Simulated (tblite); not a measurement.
Isomers of C7H5NSi. Computed with GFN2-xTB (tblite): harmonic, unscaled wavenumbers at the GFN2-xTB geometry, gas phase. The method is semi-empirical: single wavenumbers can be off by several per cent or more. Modes of hydrogen on silicon can be 10 to 20 % off. One conformer each.

Electronic energies: GFN2-xTB at the same geometries; isomer energies are rough at this level and their order can be wrong.

| SMILES | electronic energy, lowest = 0 (kcal/mol) |
| --- | --- |
| C#CC#C/C([SiH3])=C/C#N | 22.1 |
| C#C[Si@@H]1[C@H](C#N)C12C=C2 | 69.3 |
| C#C/C=C(\C#C)[SiH2]C#N | 39.2 |
| C#C[Si@@H]1[C@@H](C#N)C12C=C2 | 68.8 |
| C#C/C=C(/C#C)[SiH2]C#N | 38.4 |
| C#CC#C/C([SiH3])=C\C#N | 22.4 |
| C#CC1=CC=C[Si@@H]1C#N | 15.5 |
| C#CC1=C[SiH2]C(C#N)=C1 | 0.0 |

**Question.** How do GFN2-xTB zero-point energies change the relative energies?

**Answer.** 
```
                       SMILES  ZPE (kcal/mol)  of it from modes above 1550 cm⁻¹  electronic (kcal/mol)  with ZPE, lowest = 0 (kcal/mol)  lowest mode (cm⁻¹)  rings
       C#CC1=C[SiH2]C(C#N)=C1            54.6                              29.1                    0.0                              0.0                  97      1
        C#CC1=CC=C[Si@@H]1C#N            55.9                              30.2                   15.5                             16.8                  60      1
       C#CC#C/C([SiH3])=C/C#N            51.2                              31.0                   22.1                             18.7                  26      0
       C#CC#C/C([SiH3])=C\C#N            51.2                              31.0                   22.4                             19.1                  48      0
       C#C/C=C(/C#C)[SiH2]C#N            52.3                              32.5                   38.4                             36.1                  24      0
       C#C/C=C(\C#C)[SiH2]C#N            52.3                              32.5                   39.2                             36.9                  18      0
C#C[Si@@H]1[C@@H](C#N)C12C=C2            54.5                              30.8                   68.8                             68.7                  62      2
 C#C[Si@@H]1[C@H](C#N)C12C=C2            54.5                              30.7                   69.3                             69.2                  56      2
```

The zero-point energies span 4.7 kcal/mol, from `C#CC#C/C([SiH3])=C/C#N` to `C#CC1=CC=C[Si@@H]1C#N`. The order is unchanged.

**Question.** What do entropy and thermal enthalpy add at 298.15 K and 1 bar (rigid rotor, harmonic oscillator, one conformer each)?

**Answer.** 
```csv
SMILES,point group,symmetry number,S (cal/(mol K)),H − H(0) (kcal/mol),ZPE + H − H(0) − TS (kcal/mol)
C#CC1=C[SiH2]C(C#N)=C1,Cs,1,94.4,6.54,33.0
C#CC1=CC=C[Si@@H]1C#N,C1,1,96.3,6.67,33.8
C#CC#C/C([SiH3])=C/C#N,Cs,1,106.6,7.72,27.1
C#CC#C/C([SiH3])=C\C#N,Cs,1,105.1,7.67,27.6
C#C[Si@@H]1[C@@H](C#N)C12C=C2,C1,1,98.8,7.00,32.0
C#C[Si@@H]1[C@H](C#N)C12C=C2,C1,1,98.9,7.00,32.0
```

Not tabulated: `C#C/C=C(/C#C)[SiH2]C#N` (lowest mode only 24 cm⁻¹); `C#C/C=C(\C#C)[SiH2]C#N` (lowest mode only 18 cm⁻¹).
